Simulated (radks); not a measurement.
Results of a calculation; reference values are marked as such.
Polarisability of the cobalt ion Co+, [Ar] 3d8, at imaginary frequency. Code: a radial shooting solver on a logarithmic mesh with Libxc functionals. Model: scalar-relativistic Kohn-Sham, LDA (Slater exchange, Perdew-Wang correlation), spin-polarised, spherical densities, finite nucleus; open shells are filled with parallel spins first; Fermi nuclear charge, rms radius 3.7875 fm. Response by self-consistent Sternheimer equations with the Hartree and adiabatic LDA kernel, the relativistic mass of each level held fixed and spin-orbit coupling left out.

w (hartree)  alpha1(iw) (bohr^3)
0.00266                    10.57
0.0143                     10.55
0.0360                     10.42
0.0697                     10.04
0.118                      9.248
0.186                      8.022
0.280                      6.573
0.413                      5.163
0.605                      3.916
0.892                      2.841
1.35                       1.927
2.12                       1.178
3.59                      0.6061
6.94                      0.2313
17.5                     0.05006

Static values: alpha1 = 10.58 bohr^3 (1.567 angstrom^3; uncoupled 14.22). C6 = 37.94, triple-dipole C9 = 255.3 atomic units. One-pole (London) frequency 4 C6 / (3 alpha1^2) = 0.452 hartree, against 0.427 for minus the highest occupied eigenvalue.
